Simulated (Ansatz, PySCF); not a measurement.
Species: sum formula H2BO, net charge 1, singlet state. It need not be the lowest isomer of its formula. 
Geometry from a B3LYP-D3(BJ)/def2-TZVP (Ansatz, a quantum-chemistry and plane-wave program) optimisation:
```xyz
4

H      0.0000     0.0000    -1.8853
B      0.0000     0.0000    -0.7151
O      0.0000     0.0000     0.4991
H      0.0000     0.0000     1.4683
```
Charge +1, spin multiplicity 1.

Total electronic energies in hartree. Correlated levels leave the core frozen unless marked. No spin-orbit coupling. No relativistic terms. CBS(X,Y): correlation extrapolated as X^-3; Hartree-Fock from the larger set. [CCSD(T)-MP2]/basis is that difference in the basis named.

| level | program | energy (Eh) |
|---|---|---|
| HF/6-31G* | Ansatz | -100.44443 |
| HF/cc-pVDZ | Ansatz | -100.45350 |
| HF/cc-pVQZ | Ansatz | -100.49662 |
| r2SCAN/def2-TZVPD | Ansatz | -100.96091 |
| r2SCAN-D3(BJ)/def2-TZVPD | Ansatz + dftd3 | -100.96119 |
| PBE0-D4/def2-TZVP | Ansatz + dftd4 | -100.89869 |
| PBE0/def2-QZVPP | Ansatz | -100.90562 |
| BHLYP-D3(BJ)/def2-TZVPD | Ansatz + dftd3 | … |
| TPSSh-D3(BJ)/def2-TZVPD | PySCF + dftd3 | … |
| MP2/STO-3G | Ansatz | -99.26159 |
| MP2/6-31G | Ansatz | -100.57360 |
| MP2/cc-pVTZ | Ansatz | -100.79936 |
| MP2/CBS(def2-TZVPP,def2-QZVPP) | Ansatz | -100.8493 |
| RI-MP2/def2-TZVPP | Ansatz | -100.80144 |
| SCS-MP2/6-31G* | Ansatz | -100.67765 |
| SCS-MP2/cc-pVQZ | Ansatz | -100.83240 |
| CCSD/def2-SVP | Ansatz | -100.63635 |
| CCSD/cc-pwCVTZ | Ansatz | -100.81618 |
| CCSD/CBS(cc-pVTZ,cc-pVQZ) | Ansatz | -100.8537 |
| CCSD/CBS(def2-TZVPP,def2-QZVPP) | Ansatz | -100.8544 |
| CCSD(T)/cc-pVDZ | PySCF | -100.72298 |
| RI-MP2/CBS(cc-pVTZ,cc-pVQZ)+[CCSD(T)-MP2]/cc-pVTZ | Ansatz | -100.8701 |
| CCSD(T)/CBS(cc-pVTZ,cc-pVQZ) | Ansatz | -100.8671 |

Q: Complete the blanks.

A: 
- BHLYP-D3(BJ)/def2-TZVPD, energy (Eh): -100.97640
- TPSSh-D3(BJ)/def2-TZVPD, energy (Eh): -101.02344
